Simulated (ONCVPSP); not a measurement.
# Transferability test, ONCV potential for lithium (Li)

```
Element                 : lithium (Li)
Generator               : ONCVPSP 4.0.1
Type                    : optimised norm-conserving Vanderbilt (ONCV)
Functional              : PBE
Relativity              : fully relativistic
Frozen core             : none
Valence charge          : 3
Reference configuration : 1s2 2s0.75 2p0.25
Partial waves           : 1s+2s: rc 1.25 bohr, ncon 4, nbas 8, qcut 7.7 1/bohr, 2 projectors; 2p: rc 4.00 bohr, ncon 4, nbas 8, qcut 2.4 1/bohr, 1 projector
Local potential         : polynomial inside 1.15 bohr (lpopt 3, dvloc0 3 Ha)
Core correction         : none
```

Open shells are filled in proportion to 2j + 1.

Energies are relative to the spin-unpolarised reference configuration 1s2 2s0.75 2p0.25; without spin polarisation the order of configurations can differ from experiment.

| valence configuration | charge | ΔE all-electron (eV) | error AE − PS (meV) |
| --- | --- | --- | --- |
| 1s2 2s1 2p0 | 0 | -0.446 | -0.7 |
| 1s2 2s0 2p0 | +1 | 4.850 | +6.3 |
| 1s2 2s0.5 2p0 | +0.5 | 1.602 | +1.9 |
| 1s1 2s1 2p0 | +1 | 67.961 | +1546 |

Levels in the configuration 1s1 2s1 2p0:

| level | all-electron (eV) | pseudo (eV) |
| --- | --- | --- |
| 1s j=1/2 | -85.981 | -82.497 |
| 2s j=1/2 | -12.401 | -12.266 |
